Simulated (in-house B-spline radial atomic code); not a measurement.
## Two electrons outside the [Ar] 3d10 core: Tm XL (Tm39+)

Computed with a B-spline radial code for spherical atoms: configuration interaction (CI) of the two valence electrons in the field of the frozen Dirac-Fock core, alone and with many-body perturbation theory for the core (screened one- and two-electron correlation potentials), Breit and QED terms; no-pair Dirac Hamiltonian, finite nucleus. Labels give the configuration (outer n counted up each series) and the leading LS term, or the jj pair where no LS term holds 70 %.

Command:
```bash
python run_mb.py task.json out
```
Settings (nuclear radius in fm, box in bohr, cutoff in hartree):
```
basis_form          3
Z                   69
core_configuration  [Ar] 3d10
rms_radius          5.2256
mass_number         169
speed_of_light      137.036
box_radius          2.195
lmax                6
intervals           56
virtual_cutoff      9522.0
```

Cost of the run: 80 s on 1 thread of Intel(R) Xeon(R) Platinum 8488C, on a shared host.

Excitation energies (eV):

| level | purity of the LS term | CI alone | CI + MBPT + Breit + QED |
| --- | --- | --- | --- |
| 4s2 1S0 | 0.999 | 0 | 0 |
| 4s4p 3P°0 | 1.0 | 75.413 | 75.613 |
| 4s4p 3P°1 | 0.783 | 81.606 | 81.513 |
| 4s4p 3P°2 | 1.0 | 144.83 | 144.5 |
| 4s4p 1P°1 | 0.782 | ? | ? |
| 4p2 3P0 | 0.716 | 173.8 | 172.97 |
| 4p2 3P1 | 0.996 | 237.57 | 236.36 |
| 4p2 (1/2,3/2)2 | 0.664 (1D) | 238.69 | 237.65 |
| 4s4d 3D1 | 1.0 | 287.23 | 285.6 |
| 4s4d 3D2 | 0.757 | 289.55 | 287.88 |
| 4p2 (3/2,3/2)2 | 0.401 (1D) | 301.31 | 299.78 |
| 4s4d 3D3 | 1.0 | ? | ? |

Q: Where does 4s4p 1P°1 lie?

A: 161.32 eV in CI alone and 160.08 eV with all corrections.

Q: Where does 4s4d 3D3 lie?

A: 301.96 eV in CI alone and 300.07 eV with all corrections.

Q: What is the first ionisation energy?

A: 1892.6 eV to the 4s1/2 state of the next ion (1893.2 eV from CI alone). NIST lists 1889 ± 4 eV (tabulated theory).

Some electric-dipole lines (reduced elements in atomic units, length form; vacuum wavelengths from the computed energies):

```csv
upper,lower,D bare (size),D with core polarisation (size),λ (nm),A (s⁻¹)
4s4p 3P°1,4s2 1S0,0.265,0.256,15.21,1.3e+10
4p2 3P0,4s4p 3P°1,0.355,0.344,13.557,9.6e+10
4p2 3P1,4s4p 3P°0,0.355,0.343,7.7128,1.7e+11
4p2 3P1,4s4p 3P°1,0.273,0.265,8.0067,9.2e+10
"4p2 (1/2,3/2)2",4s4p 3P°1,0.431,0.417,7.9406,1.4e+11
4s4d 3D1,4s4p 3P°0,0.348,0.337,5.9045,3.7e+11
4s4d 3D1,4s4p 3P°1,0.267,0.258,6.0752,2e+11
4s4d 3D2,4s4p 3P°1,0.587,0.568,6.0079,6e+11
"4p2 (3/2,3/2)2",4s4p 3P°1,0.0306,0.0295,5.6804,1.9e+09
```

Weak lines are less accurate than strong ones.
